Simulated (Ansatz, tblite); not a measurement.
Cost and result up the ladder for the cluster Au₂Se (3 atoms). Total charge 0; singlet. Geometry: r2SCAN-D4/def2-TZVP.

```xyz
3

Au    0.597   -1.424    0.691
Au    0.443    1.613   -0.255
Se   -1.040   -0.189   -0.436
```

Ansatz on 4 threads of Arm Neoverse V1 on a shared host; xTB runs through tblite on one thread. Times are rough, summed over both states, and most runs start from the orbitals of an earlier one. PBE-QIDH/def2-TZVP serves as the yardstick here, not as an exact answer. The other state is a triplet at its own geometry, which has other bonds, so the gap mixes isomer and spin.

In the def2 sets Au takes a core potential; there is no spin–orbit coupling. The xTB rows come from tblite. HSE06 is defined as in plane-wave codes, on full-range PBE exchange. Correlated methods freeze 9 core orbitals; core or outer-core shells of Au, Se are correlated, in sets that lack core-valence functions. The structure comes from a short search, and lower isomers may exist.

Correlated methods converge slowly with the basis.

xTB has no spin-polarisation term.

```json
{"level": "PBE0-D4/def2-TZVP (with forces)", "functions": "128", "triplet − singlet (eV)": "1.29", "difference from PBE-QIDH/def2-TZVP (eV)": "-0.25"}
{"level": "RPA@PBE/def2-TZVP", "functions": "128", "triplet − singlet (eV)": "1.29", "difference from PBE-QIDH/def2-TZVP (eV)": "-0.24"}
{"level": "PBE-D4/def2-TZVP", "functions": "128", "triplet − singlet (eV)": "1.06", "difference from PBE-QIDH/def2-TZVP (eV)": "-0.47"}
{"level": "LDA (SPW92)/def2-TZVP", "functions": "128", "triplet − singlet (eV)": "1.18", "difference from PBE-QIDH/def2-TZVP (eV)": "-0.35"}
{"level": "HSE06-D4/def2-TZVP", "functions": "128", "triplet − singlet (eV)": "1.26", "difference from PBE-QIDH/def2-TZVP (eV)": "-0.27"}
{"level": "PBE-QIDH/def2-TZVP", "functions": "128", "triplet − singlet (eV)": "1.53", "difference from PBE-QIDH/def2-TZVP (eV)": "0.00"}
{"level": "BHLYP-D4/def2-TZVP", "functions": "128", "triplet − singlet (eV)": "1.40", "difference from PBE-QIDH/def2-TZVP (eV)": "-0.13"}
{"level": "GFN1-xTB", "functions": "27", "triplet − singlet (eV)": "2.16", "difference from PBE-QIDH/def2-TZVP (eV)": "0.63"}
{"level": "r2SCAN-D4/def2-TZVP", "functions": "128", "triplet − singlet (eV)": "1.11", "difference from PBE-QIDH/def2-TZVP (eV)": "-0.42"}
{"level": "GFN2-xTB", "functions": "27", "triplet − singlet (eV)": "2.84", "difference from PBE-QIDH/def2-TZVP (eV)": "1.31"}
{"level": "HF/def2-TZVP", "functions": "128", "triplet − singlet (eV)": "1.18", "difference from PBE-QIDH/def2-TZVP (eV)": "-0.35"}
```

Q: Estimate how long each takes.

A: GFN1-xTB 0.006 s; GFN2-xTB 0.006 s; LDA (SPW92)/def2-TZVP 2.2 s; PBE-D4/def2-TZVP 4.1 s; HF/def2-TZVP 5 s; HSE06-D4/def2-TZVP 6.4 s; BHLYP-D4/def2-TZVP 7.3 s; RPA@PBE/def2-TZVP 8.2 s; r2SCAN-D4/def2-TZVP 10 s; PBE0-D4/def2-TZVP (with forces) 11 s; PBE-QIDH/def2-TZVP 11 s. On shared hardware such times vary by a factor of up to 3.
